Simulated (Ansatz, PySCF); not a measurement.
H2Te, SMILES [TeH2+], charge +1, multiplicity 2. Atoms are numbered in the order given.

```xyz
3

Te     0.0000     0.0000    -0.0652
H      0.0000     1.1829     1.1086
H      0.0000    -1.1829     1.1086
```
Charge +1, spin multiplicity 2.

Geometry optimised at PBE0-D3(BJ)/def2-TZVPD. The def2 effective core potentials stand for the cores of Te; spin–orbit coupling is left out.

Two levels are set side by side: PBE-D3(BJ)/def2-TZVPD (Ansatz, a first-principles code) and PBE0-D3(BJ)/def2-TZVPD (Ansatz). Each level has its own optimised geometry; the coordinates shown are those of the second. Frequencies come from the Hessian of PySCF at each geometry. Differences are taken from unrounded values.

```
quantity                            PBE0-D3(BJ)
----------------------------------  -----------
mean bond length (Å)                      1.667
bond Te1–H2 (Å)                           1.667
bond Te1–H3 (Å)                           1.667
highest harmonic wavenumber (cm⁻¹)         2142
mean harmonic wavenumber (cm⁻¹)            1721
zero-point energy (kcal/mol)               7.38
```

Question: What does PBE-D3(BJ) give, and how far is it from PBE0-D3(BJ)? (Estimate from the structure and the level; the computed values follow.)

Answer: 
| quantity | PBE-D3(BJ) | PBE-D3(BJ) minus PBE0-D3(BJ) |
|---|---|---|
| mean bond length (Å) | 1.683 | 0.016 |
| bond Te1–H2 (Å) | 1.683 | 0.016 |
| bond Te1–H3 (Å) | 1.683 | 0.016 |
| highest harmonic wavenumber (cm⁻¹) | 2055 | -86 |
| mean harmonic wavenumber (cm⁻¹) | 1651 | -70 |
| zero-point energy (kcal/mol) | 7.08 | -0.30 |

Exact exchange shortens and stiffens bonds; PBE has none. Differences between two approximate levels are no errors against the true value.
